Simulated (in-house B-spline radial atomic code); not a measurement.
# PBE0 excitations of Cd

Method: PBE0. Computed with a B-spline radial code for spherical atoms: linear response of the closed shell [Kr] 4d10 5s2 with the functional's adiabatic kernel; scalar-relativistic (spin-free one-electron X2C), finite nucleus, no spin-orbit coupling, no double excitations, S, P, D and F terms only; shells from n = 3 respond. Only terms of natural parity with L up to 3 were computed.

Command:
```bash
python run_td.py task.json out
```
Settings (radii: box in bohr, nucleus in fm):
```
Z                        48
electrons                48
configuration            [Kr] 4d10 5s2
hamiltonian              x2c
method                   pbe0
box_radius               75
rms_radius               4.6087
intervals                77
```

Time taken, with all properties: 5 s on 1 thread of Arm Neoverse N1 (shared host).

The lowest states, in the order of their Tamm-Dancoff energies; the method's threshold (minus the highest occupied level) is 6.348 eV. Labels give the largest channel, * marks a mixed state, and oscillator strengths are full-response dipole values. Measured ¹D terms are left out, since they can mix with doubly excited terms. Semilocal kernels can invert the small singlet-triplet splittings of Rydberg terms. Energies in eV:

```json
{"state": "5s → 5p 3P", "full response": "?", "Tamm-Dancoff": "?", "oscillator strength": "-", "measured (J-weighted term)": "?"}
{"state": "5s → 5p 1P", "full response": "5.043", "Tamm-Dancoff": "5.203", "oscillator strength": "1.35", "measured (J-weighted term)": "5.417"}
{"state": "5s → 6s 3S", "full response": "?", "Tamm-Dancoff": "?", "oscillator strength": "-", "measured (J-weighted term)": "?"}
{"state": "5s → 6s 1S", "full response": "5.817", "Tamm-Dancoff": "5.826", "oscillator strength": "-", "measured (J-weighted term)": "6.610"}
{"state": "5s → 6p 3P", "full response": "6.120", "Tamm-Dancoff": "6.123", "oscillator strength": "-", "measured (J-weighted term)": "-"}
```

Where does 5s → 5p 3P lie?

At 3.494 eV in full response, 3.631 eV in Tamm-Dancoff; measured 3.874 eV.

Where does 5s → 6s 3S lie?

At 5.629 eV in full response, 5.633 eV in Tamm-Dancoff; measured 6.383 eV.

How large is the singlet-triplet splitting of 5s → 5p (P terms) in Tamm-Dancoff?

1.57 eV, from the unrounded values.

What polarisabilities and dispersion coefficient does the method give?

Dipole 50.61 bohr³, quadrupole 464.5 bohr⁵, C6 461.2 hartree·bohr⁶ for two such species. Recommended dipole value: 46 ± 2 bohr³ (Schwerdtfeger and Nagle, table of static dipole polarizabilities (2023 update)), which includes relativity and correlation.
